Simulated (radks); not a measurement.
Effect of the nuclear size on the aluminium ion Al+, [Ne] 3s2. Method: Dirac Kohn-Sham, exchange-only LDA, spin-unpolarised, spherical densities, finite nucleus; Fermi nuclear charge, rms radius 3.061 fm; computed with a radial shooting solver on a logarithmic mesh with Libxc functionals. The rms radius is varied about that value; shifts are against it.

| rms radius (fm) | total energy shift (eV) | density at nucleus (e/bohr^3) | 1s1/2 shift (meV) |
|---|---|---|---|
| 2.7457 | -0.000720 | 1490 | -0.299 |
| 2.8131 | -0.000572 | 1490 | -0.238 |
| 3.061 | 0 | 1488 | 0.000 |
| 3.2355 | 0.000431 | 1487 | 0.179 |
| 3.6824 | 0.00164 | 1485 | 0.683 |

Slopes of the eigenvalues against <r^2> in GHz/fm^2, as finite differences over the two radii next to the reference (eigenvalue slopes, not the field-shift constants of lines): 1s1/2 39.5.
